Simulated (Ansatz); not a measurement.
`BN=CF` + `O[SiH2]F` → `BO[SiH2]F` + `N=CF` at 298.15 K and 1 bar (ligand exchange at a B–N bond).

Computed with Ansatz on PBE0-D4/def2-TZVP structures; ΔE is electronic, products minus reactants. CCSD(T)/CBS adds triple-zeta CCSD(T) − MP2 to the extrapolated MP2 energy (def2 sets, frozen cores). This one scheme is used for every species. Each species was taken in one conformer, which may not be the lowest.

```
    species  CCSD(T)/CBS energy (Eh)  H − E (kJ/mol)  S (J/(mol·K))
    `BN=CF`               -219.13545           131.7          285.1
 `O[SiH2]F`               -465.96250           103.4          276.2
`BO[SiH2]F`               -491.38453           138.7          314.2
     `N=CF`               -193.72220            98.3          248.2
```

H − E and S are ideal-gas, rigid-rotor, harmonic terms from PBE0-D4/def2-TZVP, for one conformer and one mirror image of each species. 1 Eh = 2625.50 kJ/mol, R = 8.31446 J/(mol·K).

By hand: ΔE, ΔH, ΔS and ΔG.

ΔE = (-491.38453) + (-193.72220) − (-219.13545) − (-465.96250) = -0.00878 Eh = -23.1 kJ/mol. Δ(H − E) = 138.7 + 98.3 − 131.7 − 103.4 = 1.9, so ΔH = -21.2 kJ/mol. ΔS = 314.2 + 248.2 − 285.1 − 276.2 = 1.1 J/(mol·K). ΔG = -21.2 − 298.15 × (1.1)/1000 = -21.5 kJ/mol.

By hand: the equilibrium constant, and the temperature at which ΔG would vanish if ΔH and ΔS stayed fixed.

log₁₀ K = −ΔG/(RT ln 10) = 3.8. ΔH and −TΔS have one sign here, so there is no such temperature. One of them is within its doubt of zero, so this could turn.

The number of gas molecules stays the same, so ΔS is small and ΔH decides. A doubt of 5 kJ/mol in ΔE shifts log₁₀ K by 0.9 here. Other conformers and mirror images would add mixing entropy, several J/(mol·K) or more a flexible species. Modes under 60 cm⁻¹, often nearly free rotors, make the harmonic entropy too high. These are equilibria of isolated gas molecules and say nothing of rates. Largest T1 diagnostic: 0.015 (customary marks: 0.02 for closed shells, 0.045 for open ones).
